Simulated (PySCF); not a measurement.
# Bond lengths and vibrations by method: BCFH3O

These are calculations, not measurements. The program is PySCF 2.14.0, an open-source quantum chemistry code, run on an isolated molecule that a program drew, which may never have been made. The molecule is BCFH3O (charge 0, doublet), drawn as the SMILES string `O[CH]BF`.

The geometry was optimised and harmonic frequencies were computed with HF and MP2, all in the cc-pVDZ basis, for the commonest isotopes, with a restricted reference for singlets and an unrestricted one otherwise, and a frozen core in MP2. Each result is a local minimum of its method.

Geometry at the HF minimum:
```xyz
7
BCFH3O, angstrom
O     1.0917   -0.5994   -0.3896
C     1.5429   -1.5510    0.4384
B     0.7820   -2.8266    0.7529
F     1.3115   -3.7218    1.5929
H     0.2449   -0.8409   -0.7396
H     2.5115   -1.2958    0.8511
H    -0.2929   -3.0636    0.2678
```

Lengths of the bonds as drawn, in Å (atoms numbered as above):
| bond | HF | MP2 |
|---|---|---|
| O1-C2 | 1.340 | 1.349 |
| C2-B3 | 1.518 | 1.522 |
| B3-F4 | 1.337 | 1.354 |
| O1-H5 | 0.948 | 0.972 |
| C2-H6 | 1.083 | 1.095 |
| B3-H7 | 1.203 | 1.213 |

Rotational constants, in GHz:
```
constant     HF    MP2
       A  46.94  46.26
       B  3.813  3.761
       C  3.526  3.478
```

Harmonic frequencies in cm^-1, each column in rising order, so a row needn't be the same motion in every method:
```
rank,HF,MP2
1,227,226
2,276,252
3,479,477
4,498,535
5,771,822
6,924,874
7,1063,1038
8,1145,1092
9,1290,1218
10,1308,1276
11,1439,1380
12,1643,?
13,2707,2633
14,3348,3254
15,4122,3789
```

**Estimate the missing MP2 frequency from the HF column.**

A single factor s that minimises the squared misfit of MP2 against s times HF over the other rows is sum(HF x MP2) / sum(HF^2) = 0.9518, with an rms misfit of 53 cm^-1. For rank 12 it gives 0.9518 x 1643 = 1564 cm^-1. The calculation gives 1562 cm^-1, 2 cm^-1 below the estimate. The drawn bonds are on average 1.1 % longer in MP2 than in HF.
